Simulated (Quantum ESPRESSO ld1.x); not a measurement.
Hg XII, 69 electrons, occupied as [Xe] 4f14 5d1 (the NIST ground configuration). Calculated with ld1.x of Quantum ESPRESSO 7.5: Dirac Kohn-Sham, PBE, spin-unpolarised, spherical densities, point nucleus; open shells are shared between the two j in proportion to 2j + 1. Some entries of the table are withheld. Estimate them.

orbital,occ.,eigenvalue (hartree),<r^2> (bohr^2)
1s1/2,2,-3059.36,0.0003806
2s1/2,2,-547.852,0.005736
2p1/2,2,(1),0.004053
2p3/2,4,(2),0.005239
3s1/2,2,-135.545,0.03722
3p1/2,2,-125.657,0.03390
3p3/2,4,-109.790,0.04029
3d3/2,4,(3),0.03083
3d5/2,6,(4),0.03257
4s1/2,2,-35.4279,0.1796
4p1/2,2,-31.1889,0.1828
4p3/2,4,-27.3494,0.2147
4d3/2,4,-20.4318,(5)
4d5/2,6,-19.7141,(6)
5s1/2,2,-11.2254,0.8381
4f5/2,6,-10.7945,0.2669
4f7/2,8,-10.6374,0.2737
5p1/2,2,-9.74425,(7)
5p3/2,4,-8.94912,(8)
5d3/2,0.4,-6.72953,1.402
5d5/2,0.6,-6.60501,1.455

Answer. 
(1) 2p1/2 eigenvalue (hartree): -525.838
(2) 2p3/2 eigenvalue (hartree): -454.245
(3) 3d3/2 eigenvalue (hartree): -93.4733
(4) 3d5/2 eigenvalue (hartree): -90.0729
(5) 4d3/2 <r^2> (bohr^2): 0.2249
(6) 4d5/2 <r^2> (bohr^2): 0.2360
(7) 5p1/2 <r^2> (bohr^2): 0.9352
(8) 5p3/2 <r^2> (bohr^2): 1.079
